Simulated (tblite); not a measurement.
Compound: C7H11P.
Numbering: `[CH2:1]=[CH:2][C@@H:3]1[C@@H:4]([CH:5]=[CH2:6])[P:7]1[CH3:8]` (hydrogens: H9, H10 on C1; H11 on C2; H12 on C3; H13 on C4; H14 on C5; H15, H16 on C6; H17, H18, H19 on C8)

Cartesian coordinates in Å at the GFN2-xTB level; atoms count from 1:
```
atom  x, y, z in Å
C1     3.1483   -0.4069    0.1567
C2     2.0933   -0.3602   -0.6423
C3     0.7475    0.0144   -0.2037
C4    -0.4445   -0.5529   -0.9330
C5    -1.6269   -1.1015   -0.2687
C6    -1.8435   -1.1645    1.0392
P7    -0.1990    1.2918   -1.1984
C8    -1.2181    2.0231    0.1689
H9     3.0749   -0.1719    1.2059
H10    4.1240   -0.6804   -0.2048
H11    2.1956   -0.5954   -1.6945
H12    0.6495    0.1379    0.8699
H13   -0.1902   -1.0854   -1.8478
H14   -2.3872   -1.4685   -0.9480
H15   -1.1163   -0.8470    1.7676
H16   -2.7555   -1.5783    1.4341
H17   -1.9149    2.7341   -0.2725
H18   -1.7781    1.2586    0.7069
H19   -0.5688    2.5623    0.8571
```

Computed with GFN2-xTB (tblite): harmonic, unscaled wavenumbers at the GFN2-xTB geometry, gas phase. This tight-binding method is rough: wavenumbers can miss measured ones by several per cent, in bad cases by 10 to 20. One conformer, not necessarily the lowest.

Harmonic wavenumbers (cm⁻¹): 73.0, 84.6, 131.1, 164.8, 187.2, 200.6, 235.8, 305.0, 332.3, 421.8, 530.2, 575.4, 590.4, 688.8, 720.1, 745.1, 851.5, 873.0, 879.6, 883.8, 921.3, 960.2, 968.1, 1002.3, 1011.9, 1021.5, 1048.0, 1158.9, 1163.6, 1208.0, 1296.4, 1302.6, 1314.9, 1355.5, 1415.7, 1420.6, 1438.8, 1457.3, 1679.1, 1690.0, 2980.3, 2982.7, 3001.4, 3013.1, 3018.5, 3042.1, 3048.8, 3100.9, 3105.4, 3127.7, 3132.0.

A = 2188, B = 1300, C = 1009 MHz; mass 126.060 u (most abundant isotopes); point group C1, symmetry number 1.

**Question.** Zero-point energy?

**Answer.** Half the sum of the wavenumbers: 33931 cm⁻¹ = 97.01 kcal/mol.

**Question.** What is S at 500 K and 1 bar for an ideal gas of classical rigid rotors and harmonic oscillators?

**Answer.** Translation 43.00, rotation 30.65, vibration 47.32: S = 121.0 cal/(mol K).

**Question.** And Cp and H(500 K) − H(0)?

**Answer.** Cp = 56.74 cal/(mol K), of which vibrations give 48.79 (their classical limit is 51 R = 101.3); H(500 K) − H(0) = 16.49 kcal/mol without the zero-point energy, 12.52 from vibrations.

**Question.** How do the functions run with temperature in this model?

**Answer.** 
| T (K) | S (cal/(mol K)) | Cp (cal/(mol K)) | H − H(0) (kcal/mol) | G − H(0) (kcal/mol) | ln q(vib) |
| --- | --- | --- | --- | --- | --- |
| 100 | 67.8 | 18.5 | 1.24 | -5.54 | 1.23 |
| 200 | 83.5 | 28.0 | 3.57 | -13.14 | 3.66 |
| 300 | 96.8 | 38.3 | 6.88 | -22.17 | 6.16 |
| 800 | 151.8 | 74.1 | 36.35 | -85.06 | 18.56 |
| 1000 | 169.1 | 81.6 | 51.96 | -117.19 | 23.14 |

q(vib) and H(0) count from the zero-point level.

**Question.** What must be added to the electronic energy to get the Gibbs energy at 500 K and 1 bar?

**Answer.** ZPE + [H(500 K) − H(0)] − T·S = 97.01 + 16.49 − 60.48 = 53.02 kcal/mol.

Hindered rotation and anharmonicity are outside this model. Other conformers, if any are populated, would add a mixing term that is left out. The structure is chiral; the term R ln 2 for an equal mix with its mirror image is left out.

Hardware: Arm Neoverse V2, one thread, shared host with 48 logical CPUs at a one-minute load of 36. Cost: 0.59 s of wall time. This covers the Hessian and the dipole derivatives.
